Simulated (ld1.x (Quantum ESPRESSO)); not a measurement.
**Building the ultrasoft potential for chromium (LDA (PZ), fully relativistic).**

- Element: chromium
- Generator: ld1.x (Quantum ESPRESSO) 7.5
- Type: ultrasoft
- Functional: LDA (PZ)
- Relativity: fully relativistic
- Frozen core: [Ne] 3s2
- Valence charge: 12
- Reference configuration: 3p6 3d5 4s0.5 4p0 (charge +0.5)
- Partial waves: 4s (bound): rcut 2.55, rcutus 2.70 bohr; 4s channel at 0.6 Ry: rcut 2.55, rcutus 2.70 bohr; 3p (bound): rcut 1.60, rcutus 1.90 bohr; 4p (bound, empty): rcut 1.60, rcutus 1.90 bohr; 3d (bound): rcut 1.80, rcutus 2.40 bohr; 3d channel at 1.9 Ry: rcut 1.80, rcutus 2.40 bohr
- Local potential: all-electron potential smoothed inside 1.65 bohr (lloc = -2)
- Core correction: none
- Augmentation charge: PSQ, inside the norm-conserving radii

Open shells are filled in proportion to 2j + 1 (rel_dist='average').

All-electron outer shells of the reference configuration (LDA (PZ), scalar-relativistic, ld1.x):

```
shell  level (eV)  outermost node (bohr)  outermost maximum (bohr)
   3s      -76.91                   0.36                      0.78
   3p      -48.72                   0.33                      0.80
   4s       -7.11                   1.12                      2.64
   3d       -6.48                      –                      0.84
   4p       -3.50                   1.24                      3.48
```

Q: Does the generator finish with these settings?

A: Yes, a potential is produced and its reference levels are reproduced.

Q: Estimate the cutoffs (Ry, on a coarse ladder) from which the occupation-weighted sum of valence levels, in a spherical-Bessel basis at the reference potential, stays within 10 and 1 mRy of its value at 400 Ry.

A: 25 Ry and 40 Ry.

Q: What does a ghost test show?

A: No extra level below or beside the all-electron valence levels (s, p1/2, p3/2, d3/2, d5/2, f tested).

Q: Is the overlap operator S = 1 + Σ q|β⟩⟨β| positive definite (Bessel basis up to 400 Ry)?

A: Yes: its lowest eigenvalue is 0.09 (p1/2 channel).

Q: Which valence shell sets the plane-wave cutoff?

A: 3p: its level needs 25 Ry to come within 1 mRy, against 18 Ry for 3d.

Test run stopped at test 1 of 7 (negative rho).
